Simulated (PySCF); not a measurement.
Species: C2H9FO2Si2.
Z-matrix (Å and degrees, GFN2-xTB geometry), rows numbered from 1:
```
C 
C   1  1.5211
O   2  1.3994  1  109.54
Si  3  1.6124  2  129.55  1   177.62
O   4  1.6152  3  104.15  2   178.41
Si  5  1.6030  4  158.21  3    40.66
F   6  1.6061  5  106.27  4    96.73
H   1  1.0868  2  109.95  3    59.93
H   1  1.0867  2  109.87  3   -59.60
H   1  1.0865  2  110.07  3  -179.80
H   2  1.0967  1  110.37  3  -120.40
H   2  1.0966  1  110.33  3   120.66
H   4  1.4605  3  111.78  2   -64.17
H   4  1.4607  3  112.53  2    65.17
H   6  1.4501  5  112.62  4   -18.22
H   6  1.4499  5  106.50  4  -149.89
```

Computed, not measured: TDDFT CAM-B3LYP/def2-SVPD, vertical, gas phase, core orbitals frozen in the response (PySCF 2.14.0, density-fitted response routines).

Kohn–Sham orbitals with the atoms that hold most of them (Löwdin shares over 4%, at most four atoms; ? is withheld):

```json
{"orbital": "LUMO+2", "ε (eV)": "1.41", "atoms": "Si6 33%, O5 14%, H15 13%, H16 12%"}
{"orbital": "LUMO+1", "ε (eV)": "1.22", "atoms": "Si4 25%, Si6 19%, O5 9%, O3 9%"}
{"orbital": "LUMO", "ε (eV)": "1.11", "atoms": "?"}
{"orbital": "HOMO", "ε (eV)": "-9.71", "atoms": "?"}
{"orbital": "HOMO-1", "ε (eV)": "-10.44", "atoms": "O5 27%, Si6 16%, H16 11%, H15 10%"}
{"orbital": "HOMO-2", "ε (eV)": "-10.56", "atoms": "O3 48%, C2 16%, C1 13%, Si4 7%"}
{"orbital": "HOMO-3", "ε (eV)": "-11.09", "atoms": "O5 26%, Si6 12%, Si4 11%, H15 9%"}
```

Task: Which atoms hold the LUMO, and with what shares?

Result: Si4 (bonded to 2 O and 2 H) 23%; C2 (bonded to C, O and 2 H) 14%; C1 (bonded to C and 3 H) 10%; H12 (bonded to C) 8%. By element: carbon 25%, silicon 23% or more, hydrogen 8% or more.

Task: Give the leading atoms of the HOMO.

Result: O3 (bonded to C and Si) 41%; Si4 (bonded to 2 O and 2 H) 15%; C2 (bonded to C, O and 2 H) 10%; H14 (bonded to Si) 9%.

Task: How does S1 compare with the orbital gap of 10.82 eV?

Result: S1 is at 7.45 eV (f = 0.0020), 3.37 eV below the gap, made of HOMO→LUMO (46%), HOMO→LUMO+1 (39%). Without the coupling terms of the response equations the lowest excitation would equal the gap.

Next come S2 at 7.75 eV (f 0.021), HOMO→LUMO+1 (43%), HOMO→LUMO (32%), HOMO→LUMO+6 (8%); S3 at 8.22 eV (f 0.010), HOMO-1→LUMO+2 (55%), HOMO→LUMO+2 (14%), HOMO-3→LUMO+2 (9%); S4 at 8.34 eV (f 0.024), HOMO-1→LUMO+1 (67%); S5 at 8.43 eV (f 0.0034), HOMO→LUMO+5 (37%), HOMO-1→LUMO (14%).

Löwdin shares depend on the basis, the more so with diffuse functions.

On an Arm Neoverse N1 with one thread (shared host), this took 1.7 min wall and 1.1 GiB of memory at its peak.

One conformer stands for the species.

Without π bonds the low states are Rydberg-like; a valence basis with one diffuse set may place them up to an eV too high.
